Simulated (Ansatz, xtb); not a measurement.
Relative energy of two structures of C3H10GaN

Structure I is a singlet given by its coordinates and structure II is `C[CH2][GaH][NH]C`, a singlet. Both are isolated molecules in the gas phase, relaxed with B3LYP/def2-SVP; the shapes shown needn't be the lowest conformers.

I (Å):

```yaml
atoms:
  - { symbol: C, position_ang: [-2.7726, -1.8706, 0.7156] }
  - { symbol: C, position_ang: [-2.0017, -0.7746, 1.4000] }
  - { symbol: C, position_ang: [-0.8800, -0.9192, 2.1291] }
  - { symbol: Ga, position_ang: [0.0472, 0.5883, 3.0304] }
  - { symbol: N, position_ang: [1.6464, 0.9582, 1.5712] }
  - { symbol: H, position_ang: [-2.8626, -1.6824, -0.3698] }
  - { symbol: H, position_ang: [-2.2972, -2.8542, 0.8567] }
  - { symbol: H, position_ang: [-3.8064, -1.9306, 1.1020] }
  - { symbol: H, position_ang: [-2.4331, 0.2318, 1.2820] }
  - { symbol: H, position_ang: [-0.5004, -1.9497, 2.2310] }
  - { symbol: H, position_ang: [0.9722, 0.2782, 4.2817] }
  - { symbol: H, position_ang: [-0.6649, 2.0037, 2.9247] }
  - { symbol: H, position_ang: [1.2437, 1.1058, 0.6436] }
  - { symbol: H, position_ang: [2.2885, 0.1659, 1.5063] }
  - { symbol: H, position_ang: [2.1968, 1.7855, 1.8097] }
```

Close contacts (Å): C1–C2 1.50, C2–C3 1.35, C3–Ga4 1.99, Ga4–N5 2.20, C1–H6 1.11, C1–H7 1.10, C1–H8 1.11, C2–H9 1.10, C3–H10 1.10, Ga4–H11 1.59, Ga4–H12 1.59, N5–H13 1.02, N5–H14 1.02, N5–H15 1.02.

II (Å):

```xyz
15

C    -1.8890   -2.8594    1.8045
C    -1.2648   -1.6693    2.5474
C     0.7802    2.2644    1.0519
Ga   -1.0789   -0.0060    1.4706
N     0.4277    1.0134    1.6940
H    -1.2734   -3.1786    0.9468
H    -2.0066   -3.7392    2.4611
H    -2.8889   -2.6165    1.4077
H    -0.2726   -1.9372    2.9501
H    -1.8827   -1.4091    3.4265
H    -2.1110    0.5572    0.4244
H     1.1374    0.6972    2.3503
H     0.9061    3.0966    1.7724
H     1.7198    2.1972    0.4688
H    -0.0131    2.5656    0.3491
```

Quicker runs give these differences E(II) − E(I): GFN2-xTB −68.6 kJ/mol; HF/STO-3G −127.9 kJ/mol (at GFN2-xTB geometries); r2SCAN-D4/def2-SVP −40.7 kJ/mol (at GFN2-xTB geometries).

Problem. Estimate E(II) − E(I) at the level CCSD(T)/def2-SVP + ΔMP2/def2-TZVPP.

Solution. Calculated at CCSD(T)/def2-SVP + ΔMP2/def2-TZVPP: E(II) − E(I) = −33.4 kJ/mol, so structure II lies lower.

The same difference at several levels:

```csv
level,geometry,E(II) − E(I) (kJ/mol),departure from the last row (kJ/mol),"job, with rough time for the two"
GFN2-xTB,GFN2-xTB,−68.6,−35.1,"optimisation, 0.41 s"
HF/STO-3G,GFN2-xTB,−127.9,−94.5,"single point, 0.38 s"
r2SCAN-D4/def2-SVP,GFN2-xTB,−40.7,−7.2,"single point, 3 s"
B3LYP/def2-SVP,B3LYP/def2-SVP,−42.0,−8.5,"optimisation, 56 s"
HF/def2-SVP,B3LYP/def2-SVP,−33.0,+0.4,part of the CCSD(T) run
MP2/def2-SVP,B3LYP/def2-SVP,−38.5,−5.1,part of the CCSD(T) run
CCSD(T)/def2-SVP,B3LYP/def2-SVP,−32.4,+1.0,single point
CCSD(T)/def2-SVP + ΔMP2/def2-TZVPP,B3LYP/def2-SVP,−33.4,,"single point, 44 s"
```

None of the levels shown reverses the order. The largest departure from CCSD(T)/def2-SVP + ΔMP2/def2-TZVPP is that of HF/STO-3G, 94.5 kJ/mol. The last row adds to CCSD(T) the change of the MP2 difference between the two basis sets, here −1.0 kJ/mol.

With thermal terms from frequencies at re-optimised GFN2-xTB minima (ideal gas, soft modes damped towards free rotors, one conformer each, 298.15 K, 1 atm): the zero-point term adds +10.1 kJ/mol; ΔH is −24.7 and ΔG −21.9 kJ/mol.

The correlated steps freeze 13 core orbitals; the filled d shell of Ga is correlated, in a basis made for valence electrons. Codes used: Ansatz 0.2.0, xtb 6.7.1; the last row on 4 threads of Arm Neoverse V2 on a shared host.
